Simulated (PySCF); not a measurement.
Cost against size for one kind of job: PySCF, PBE0-D3(BJ)/def2-SVP geometry optimisation, gas phase; work: geometry optimisation from a GFN2-xTB start. Hardware: one thread, Arm Neoverse V1, on a shared host. The host was shared with other jobs, so the times are rough.

```tsv
species (SMILES)	atoms	electrons	basis functions	SCF cycles	gradient evaluations	wall time
C=NCC	11	32	91	25	4	9.1 s
C=Cc1c[cH+]1	10	34	95	55	8	?
[H][Ag]<-[P](F)(F)F	6	90	96	36	5	18 s
FB(F)[BH2-][PH3+]	10	48	99	60	10	28 s
B[C@@H]1C[C@@H]1C	14	38	115	49	8	34 s
BCC(=C)C	14	38	115	91	15	59 s
FC(F)(F)C[C@@H]1C[C@@H]2C[C@@H]21	19	78	185	33	5	1.7 min
```

**Question.** Estimate the withheld figures.

**Answer.** `C=Cc1c[cH+]1`: 20 s.

**Question.** With all rows, how does the wall time grow with the number of basis functions N?

**Answer.** A straight line through log(time) against log(N) has slope 2.9 between N = 91 and 185, and the rows scatter about it by a factor of about 1.5 (standard error of the fit). This is a fit to these rows, whose iteration counts differ, not the method's formal scaling.

**Question.** Which species took longest, and how many times the shortest run?

**Answer.** `FC(F)(F)C[C@@H]1C[C@@H]2C[C@@H]21`, at 1.7 min: about 11 times the shortest (9.1 s).
